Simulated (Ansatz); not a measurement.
`[OH][Ti]([OH])([SeH])[SeH]` and `[OH][Ti]([OH])([OH])[SeH]` differ in one atom or group.

Ansatz, PBE0-D4/def2-TZVP geometries, multiplicity 1. Each molecule was computed in one conformer, which needn't be the lowest.

Scalar relativity is left out up to krypton.

| property | `[OH][Ti]([OH])([SeH])[SeH]` |
| --- | --- |
| HOMO energy (PBE0/def2-TZVPP) / eV | -6.75 |
| HOMO energy (B3LYP/def2-TZVPP) / eV | -6.52 |
| size of the dipole moment (PBE/def2-TZVPP) / D | 2.65 |
| LUMO energy (ωB97M-V/def2-TZVPP) / eV | -0.21 |
| HOMO–LUMO gap (B3LYP/def2-TZVPP) / eV | 4.04 |
| LUMO energy (B3LYP/def2-TZVPP) / eV | -2.48 |

Problem. Give the same properties after the change, and the shifts. (Best estimate.)

Solution. Computed: 
| property | `[OH][Ti]([OH])([OH])[SeH]` | shift |
| --- | --- | --- |
| HOMO energy (PBE0/def2-TZVPP) / eV | -6.86 | -0.11 |
| HOMO energy (B3LYP/def2-TZVPP) / eV | -6.63 | -0.11 |
| size of the dipole moment (PBE/def2-TZVPP) / D | 2.89 | 0.24 |
| LUMO energy (ωB97M-V/def2-TZVPP) / eV | 0.30 | 0.51 |
| HOMO–LUMO gap (B3LYP/def2-TZVPP) / eV | 4.48 | 0.44 |
| LUMO energy (B3LYP/def2-TZVPP) / eV | -2.15 | 0.33 |

With PBE0 the HOMO falls by 0.11 eV and the LUMO rises by 0.39 eV, so the gap widens by about 0.50 eV. PBE moves the HOMO by -0.07 eV and ωB97M-V by -0.17 eV. Dipoles are sizes alone; their direction can turn.

B3LYP here is the variant with VWN-RPA as its local correlation; programs differ in this.

Spin–orbit coupling is left out; it splits and shifts lone-pair levels of the heavy atoms by tenths of an eV.
